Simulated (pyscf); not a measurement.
O=WH(OH)(Cl)–Cl, singlet

Gas-phase minimum from PySCF at ωB97X-D3(BJ)/def2-SVP, one conformer. 

SMILES: [OH][WH]([Cl])([Cl])=[O]
```xyz
7

O     -1.0614    -0.0328     1.5505
W     -0.1579    -0.0356    -0.0735
O      1.3768     0.4600     0.3711
Cl    -1.5693     1.4833    -1.0855
Cl     0.2883    -1.0314    -2.0897
H     -1.6329    -0.6251     2.0502
H     -0.2266    -1.6916     0.2632
```
Charge 0, spin multiplicity 1.

Bonds (Å): O1–W2 1.858, O1–H6 0.963, W2–O3 1.673, W2–Cl4 2.307, W2–Cl5 2.293, W2–H7 1.691. Angles (°): W2–O1–H6 137.8, O1–W2–O3 102.3, O1–W2–Cl4 94.9, O1–W2–Cl5 149.7, O1–W2–H7 78.9, O3–W2–Cl4 118.9, O3–W2–Cl5 100.6, O3–W2–H7 105.9, Cl4–W2–Cl5 91.1, Cl4–W2–H7 135.0, Cl5–W2–H7 76.0.

Properties at ωB97X-D3(BJ)/def2-SVP:

- Harmonic wavenumbers, unscaled: 133, 142, 174, 204, 288, 311, 373, 403, 578, 697, 771, 1052, 1102, 2125, 3941 cm⁻¹
- Zero-point energy: 17.6 kcal/mol
- Rotational symmetry number: 1
- Entropy of this conformer at 298 K and 1 atm, rigid rotor and harmonic oscillator, modes under 100 cm⁻¹ raised to 100: 366.8 J/(mol K)
- Dipole moment: 3.43 D

Single-point totals, which compare only within one level:

| level | total energy (hartree) |
|---|---|
| ωB97X-D3(BJ)/def2-TZVP | -1139.49332 |
| PBE/def2-TZVP | -1138.95935 |
| r²SCAN/def2-TZVP | -1139.35060 |
| B3LYP-D3(BJ)/def2-TZVP | -1139.49784 |
| PBE0-D3(BJ)/def2-TZVP | -1138.96138 |
| M06-2X/def2-TZVP | -1139.20676 |
| ωB97M-D3(BJ)/def2-TZVP | -1139.50769 |

Soft torsions are taken as harmonic, which can shift the entropy by several J/(mol K). Elements past Kr carry the def2 core potentials, without spin-orbit coupling.
